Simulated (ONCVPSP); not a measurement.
Building the ONCV potential for O (PBE, scalar-relativistic).

ONCVPSP 4.0.1 input, shortened (lines: element, Z, core and valence counts, functional; n l f; lmax; l rc ep ncon nbas qcut; lloc lpopt rc5 dvloc0; l nproj debl; icmod fcfact rcfact), PBE, scalar-relativistic:

```
  O 8.00    1    2        4      upf
    1    0    2.00
    2    0    1.50
    2    1    4.50
    2
    0    0.70    0.00    4    7    8.10
    1    2.15    0.00    4    9    7.40
    2    2.05    0.06    4    7    5.60
    4    5    0.55   -1.00
    0    2    3.60
    1    2    3.40
    2    1    3.00
    1    0.65    0.00
```

All-electron outer shells of the reference configuration (PBE, scalar-relativistic, ld1.x):

```
shell  level (eV)  outermost node (bohr)  outermost maximum (bohr)
   1s     -515.06                      –                      0.13
   2s      -24.20                   0.28                      0.87
   2p       -9.25                      –                      0.82
```

**Question.** Does the generator finish with these settings?

**Answer.** Yes, a potential is produced and its reference levels are reproduced.

**Question.** Estimate the cutoffs (Ha) at which the residual kinetic energy of the hardest occupied pseudo-wave falls to 1 and 0.1 mHa per electron.

**Answer.** 63 Ha and 166 Ha.

**Question.** Does the potential have ghost states?

**Answer.** No bound ghost flagged; GHOST(+) flagged for d at 37.9 eV.

**Question.** Which valence shell sets the plane-wave cutoff?

**Answer.** 2s: 63 Ha for 1 mHa per electron, against 17 Ha for 2p.

**Question.** Tests: 2s2 2p4; 2s2 2p3; 2s2 2p2; 2s2 2p0. Which has the largest error in its energy relative to the reference configuration, and how large is it?

**Answer.** 2s2 2p0, with +8299 meV (all-electron minus pseudo) on +173.32 eV.
